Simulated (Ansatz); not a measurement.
Start from `NB(F)[O][GeH3]` and change one atom or group to get `NB(Cl)[O][GeH3]`.

Ansatz, PBE0-D4/def2-TZVP geometries, multiplicity 1. Each molecule was computed in one conformer, which needn't be the lowest.

Scalar relativity is left out up to krypton.

| property | `NB(F)[O][GeH3]` |
| --- | --- |
| LUMO energy (ωB97M-V/def2-TZVPP) / eV | 1.84 |
| LUMO energy (PBE/def2-TZVPP) / eV | -0.61 |
| size of the dipole moment (PBE/def2-TZVPP) / D | 0.89 |
| HOMO energy (PBE0/def2-TZVPP) / eV | -7.81 |
| HOMO–LUMO gap (PBE/def2-TZVPP) / eV | 5.74 |
| size of the dipole moment (B3LYP/def2-TZVPP) / D | 0.84 |

Question: What does the change do to each property? (An estimate is asked.)

Answer: Ansatz gave: 
| property | `NB(Cl)[O][GeH3]` | shift |
| --- | --- | --- |
| LUMO energy (ωB97M-V/def2-TZVPP) / eV | 1.63 | -0.21 |
| LUMO energy (PBE/def2-TZVPP) / eV | -0.89 | -0.28 |
| size of the dipole moment (PBE/def2-TZVPP) / D | 3.56 | 2.67 |
| HOMO energy (PBE0/def2-TZVPP) / eV | -8.01 | -0.20 |
| HOMO–LUMO gap (PBE/def2-TZVPP) / eV | 5.67 | -0.07 |
| size of the dipole moment (B3LYP/def2-TZVPP) / D | 3.68 | 2.84 |

With PBE0 the HOMO falls by 0.20 eV and the LUMO falls by 0.28 eV, so the gap narrows by about 0.08 eV. PBE moves the HOMO by -0.23 eV and ωB97M-V by -0.18 eV. Dipoles are sizes alone; their direction can turn.

B3LYP here is the variant with VWN-RPA as its local correlation; programs differ in this.
